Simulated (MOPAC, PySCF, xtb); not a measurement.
Pair of molecules: HF (SMILES F) (first 2 atoms) with C3H8 (SMILES CCC); geometry from B3LYP-D3(BJ)/def2-TZVP, rigid monomers moved along the line of their centres of mass till H2···C5 is 3.25 Å.
(charge 0, multiplicity 1):
```xyz
13

F     -0.36195     0.09118     0.36873
H     -0.49782     0.35623     1.24796
C      0.90673    -1.14061     4.47920
C      0.16683    -0.09395     5.30807
C     -0.64579     0.87361     4.45154
H      1.47946    -1.81859     5.11388
H      0.21081    -1.74495     3.89214
H      1.60444    -0.67178     3.78094
H      0.88403     0.47305     5.90788
H     -0.49966    -0.59199     6.01756
H     -1.17058     1.61647     5.05407
H      0.00407     1.42821     3.76527
H     -1.41014     0.33890     3.87646
```

Interaction energies are E(AB) − E(A) − E(B) at the monomers' geometry in the complex; basis-set methods are counterpoise corrected. Rows marked so take none.

Rows in 6-31G* carry no dispersion term and start afresh at each structure (6-31G* with six Cartesian d functions). The state that AM1 reach isn't checked.

Codes used: MOPAC for AM1 (differences of heats of formation); PySCF for 6-31G* rows; xtb for the GFN methods. Values without a source in brackets are computed.

**Question.** What is the computed interaction energy (AM1)?

**Answer.** -11 meV

**Question.** Predict the interaction energy from B3LYP/6-31G* (no counterpoise).

**Answer.** -32 meV

**Question.** What is the computed interaction energy (GFN2-xTB)?

**Answer.** -42 meV
